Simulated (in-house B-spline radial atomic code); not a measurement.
**Nb2+: [Ar] 3d10 4s2 (4p1/2)2 (4p3/2)3 4d4 (with a hole in an inner shell)**

All numbers are computed (Dirac-Kohn-Sham PBE, spherical fractional occupations; Fermi nucleus of rms radius 4.324 fm) with an all-electron radial atomic-structure program (B-spline basis), not measured.

Effective charges: Z_r = [3n² - l(l+1)]/(2<r>) from the radius, Z_e = n√(-2ε) from the energy, and Slater's rules. Values are occupation-weighted means over j. An effective charge above Z reflects the relativistic contraction of the inner shells.

```tsv
shell	electrons	ε (eV)	<r> (bohr)	Z_r	Z_e	Slater
1s	2	-18821	0.03609	41.56	37.19	40.70
2s	2	-2650.1	0.1577	38.04	27.91	36.85
2p	6	-2369.9	0.1376	36.34	26.40	36.85
3s	2	-459.5	0.4429	30.48	17.43	29.75
3p	6	-367.69	0.4454	28.06	15.60	29.75
3d	10	-216.93	0.4328	24.26	11.98	19.85
4s	2	-77.815	1.149	20.89	9.57	13.60
4p	5	-53.781	1.278	18.00	7.95	13.60
4d	4	-20.238	1.802	11.65	4.88	4.95
```

The least bound orbital is 4d5/2 at -20.15 eV, and it is also the most diffuse (<r> = 1.808 bohr).

For the 1s electron the small component carries 2.23 % of the norm, the zero-frequency Breit interaction raises the level by 35.82 eV, self-energy by 19.51 eV, and vacuum polarisation lowers it by 2.216 eV.
